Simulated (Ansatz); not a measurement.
The same path of GeH4O + H2 (8 atoms, charge 0, multiplicity 1) was run 3 times with different band settings. Lost on the way: Ge1–O2, H7–H8. Made: Ge1–H7, O2–H8.

Theory: RKS revPBE/def2-SVP in Ansatz.

Relaxed end points:

```xyz
8
Properties=species:S:1:pos:R:3
Ge -0.366 0.543 -0.256
O 0.154 -0.049 1.384
H -0.620 -0.325 1.910
H 0.966 0.919 -0.948
H -1.291 1.790 -0.108
H -1.115 -0.580 -1.037
H 1.681 -2.931 2.207
H 1.398 -2.252 1.986
```

```xyz
8
Properties=species:S:1:pos:R:3
Ge -0.283 -0.297 -0.536
O 0.897 -0.067 2.610
H 0.010 -0.384 2.865
H 1.104 0.380 -0.636
H -1.272 0.589 0.261
H -0.850 -0.518 -1.968
H -0.153 -1.686 0.148
H 1.354 -0.901 2.393
```

Common settings: spring 5.0 eV/Å²; optimiser quadratic models (default); start path through a guess of the saddle point; iteration limit 60; end points relaxed.

| run | movable images | climbing image | force threshold |
| --- | --- | --- | --- |
| 1 | 5 | yes | 0.03 eV/Å |
| 2 | 8 | no | 0.03 eV/Å |
| 3 | 5 | yes | 0.2 eV/Å |

Q: What does each run give, and how far can it be trusted?

A: Run 1: converged after 20 iterations, highest image 1.777 eV above the first end. Neighbouring images differ by up to 1.7 eV, so the band resolves the path poorly. A vibrational analysis at the climbing image gives one clearly imaginary mode, 1261i cm⁻¹: a first-order saddle point.
Run 2: converged after 16 iterations, highest image 1.443 eV above the first end. No image climbed, so the highest image needn't sit at the top of the path.
Run 3: converged after 20 iterations, highest image 1.777 eV above the first end. The threshold of 0.2 eV/Å is loose, so the images may lie well off the minimum-energy path. Neighbouring images differ by up to 1.6 eV, so the band resolves the path poorly. Another band between the same ends (5 images) ends at a top of the same energy, where a vibrational analysis finds 1 clearly imaginary mode.
The orbitals stay closed-shell, which can raise the energy where a bond breaks towards radicals; this wasn't checked here.
